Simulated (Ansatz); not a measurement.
Harmonic vibrations of `[SiH2][SeH]` radical by finite differences.

```yaml
crystal:
  periodic: [false, false, false]
  atoms:
    - {symbol: Si, position_ang: [0.060900, -0.791764, 0.205826]}
    - {symbol: Se, position_ang: [0.776601, 1.182361, -0.661886]}
    - {symbol: H, position_ang: [-1.304329, -0.656182, 0.791614]}
    - {symbol: H, position_ang: [0.034170, -1.731364, -0.948825]}
    - {symbol: H, position_ang: [0.482557, 1.923348, 0.571971]}
basis:
  gaussian: {orbitals: def2-TZVP}
magnetization: {spin_polarized: true, initial_magnetization: 1}
hamiltonian: {xc: pbe0, dispersion: d4}
phonons: {temperatures: {t_min: 298.15, t_max: 900, t_step: 200}}
```

```sh
$ ansatz run in.yaml --threads 2 --pin off --events-out ev --progress --plain
```

Output, abridged:

```
Functional definition: PBE0
mean field -73264.52162521 eV, -2692.4215092501 hartree, gradient 3.7e-5 eV, S^2 0.753638; 0 other end points of the search recorded, 0 dependent functions left out
mean field -73264.52156506 eV, -2692.4215070395 hartree, gradient 2.1e-6 eV, S^2 0.753641; 0 other end points of the search recorded, 0 dependent functions left out
mean field -73264.52156950 eV, -2692.4215072026 hartree, gradient 2.1e-6 eV, S^2 0.753635; 0 other end points of the search recorded, 0 dependent functions left out
mean field -73264.52155737 eV, -2692.4215067569 hartree, gradient 2.1e-6 eV, S^2 0.753635; 0 other end points of the search recorded, 0 dependent functions left out
mean field -73264.52157209 eV, -2692.4215072979 hartree, gradient 2.1e-6 eV, S^2 0.753641; 0 other end points of the search recorded, 0 dependent functions left out
mean field -73264.52157634 eV, -2692.4215074541 hartree, gradient 2.1e-6 eV, S^2 0.753642; 0 other end points of the search recorded, 0 dependent functions left out
mean field -73264.52155745 eV, -2692.4215067600 hartree, gradient 2.1e-6 eV, S^2 0.753634; 0 other end points of the search recorded, 0 dependent functions left out
mean field -73264.52161815 eV, -2692.4215089906 hartree, gradient 2.1e-6 eV, S^2 0.753638; 0 other end points of the search recorded, 0 dependent functions left out
mean field -73264.52161195 eV, -2692.4215087627 hartree, gradient 2.1e-6 eV, S^2 0.753638; 0 other end points of the search recorded, 0 dependent functions left out
mean field -73264.52159154 eV, -2692.4215080129 hartree, gradient 2.1e-6 eV, S^2 0.753639; 0 other end points of the search recorded, 0 dependent functions left out
mean field -73264.52156093 eV, -2692.4215068877 hartree, gradient 2.1e-6 eV, S^2 0.753637; 0 other end points of the search recorded, 0 dependent functions left out
mean field -73264.52155564 eV, -2692.4215066936 hartree, gradient 2.1e-6 eV, S^2 0.753636; 0 other end points of the search recorded, 0 dependent functions left out
mean field -73264.52157447 eV, -2692.4215073854 hartree, gradient 2.1e-6 eV, S^2 0.753640; 0 other end points of the search recorded, 0 dependent functions left out
mean field -73264.52156832 eV, -2692.4215071594 hartree, gradient 2.1e-6 eV, S^2 0.753637; 0 other end points of the search recorded, 0 dependent functions left out
mean field -73264.52159269 eV, -2692.4215080552 hartree, gradient 2.1e-6 eV, S^2 0.753639; 0 other end points of the search recorded, 0 dependent functions left out
mean field -73264.52161437 eV, -2692.4215088516 hartree, gradient 2.1e-6 eV, S^2 0.753638; 0 other end points of the search recorded, 0 dependent functions left out
mean field -73264.52162520 eV, -2692.4215092497 hartree, gradient 2.1e-6 eV, S^2 0.753638; 0 other end points of the search recorded, 0 dependent functions left out
mean field -73264.52161792 eV, -2692.4215089823 hartree, gradient 2.1e-6 eV, S^2 0.753637; 0 other end points of the search recorded, 0 dependent functions left out
mean field -73264.52160898 eV, -2692.4215086535 hartree, gradient 2.1e-6 eV, S^2 0.753640; 0 other end points of the search recorded, 0 dependent functions left out
mean field -73264.52162486 eV, -2692.4215092374 hartree, gradient 2.1e-6 eV, S^2 0.753637; 0 other end points of the search recorded, 0 dependent functions left out
mean field -73264.52161649 eV, -2692.4215089298 hartree, gradient 2.1e-6 eV, S^2 0.753639; 0 other end points of the search recorded, 0 dependent functions left out
mean field -73264.52159442 eV, -2692.4215081185 hartree, gradient 2.1e-6 eV, S^2 0.753639; 0 other end points of the search recorded, 0 dependent functions left out
mean field -73264.52160647 eV, -2692.4215085614 hartree, gradient 2.1e-6 eV, S^2 0.753637; 0 other end points of the search recorded, 0 dependent functions left out
mean field -73264.52158506 eV, -2692.4215077745 hartree, gradient 2.1e-6 eV, S^2 0.753637; 0 other end points of the search recorded, 0 dependent functions left out
mean field -73264.52159720 eV, -2692.4215082208 hartree, gradient 2.1e-6 eV, S^2 0.753639; 0 other end points of the search recorded, 0 dependent functions left out
mean field -73264.52162883 eV, -2692.4215093830 hartree, gradient 2.1e-6 eV, S^2 0.753638; 0 other end points of the search recorded, 0 dependent functions left out
mean field -73264.52161457 eV, -2692.4215088591 hartree, gradient 2.1e-6 eV, S^2 0.753638; 0 other end points of the search recorded, 0 dependent functions left out
mean field -73264.52160732 eV, -2692.4215085928 hartree, gradient 2.1e-6 eV, S^2 0.753639; 0 other end points of the search recorded, 0 dependent functions left out
mean field -73264.52160035 eV, -2692.4215083366 hartree, gradient 2.1e-6 eV, S^2 0.753638; 0 other end points of the search recorded, 0 dependent functions left out
mean field -73264.52157817 eV, -2692.4215075215 hartree, gradient 2.1e-6 eV, S^2 0.753638; 0 other end points of the search recorded, 0 dependent functions left out
mean field -73264.52157503 eV, -2692.4215074061 hartree, gradient 2.1e-6 eV, S^2 0.753638; 0 other end points of the search recorded, 0 dependent functions left out
Total energy: -73264.60216194 eV, -2692.4244689205 hartree
Atom 0 at     0.060900    -0.791764     0.205826 Å, force     0.000699     0.000366     0.003675 eV/Å
Atom 1 at     0.776601     1.182361    -0.661886 Å, force    -0.001008     0.000668    -0.003412 eV/Å
Atom 2 at    -1.304329    -0.656182     0.791614 Å, force    -0.003432    -0.000307     0.000652 eV/Å
Atom 3 at     0.034170    -1.731364    -0.948825 Å, force     0.001888    -0.000463    -0.002411 eV/Å
Atom 4 at     0.482557     1.923348     0.571971 Å, force     0.001853    -0.000264     0.001497 eV/Å
Dipole moment:    -0.057624     0.002348     0.130311 e Å
Vibrations: 223.34 403.39 509.91 639.36 740.09 896.34 2173.19 2217.41 2442.81 cm⁻¹, zero-point energy 0.635161 eV
```

Run time 32 s (2 threads of a server CPU on a shared host); peak host memory 0.25 GiB.
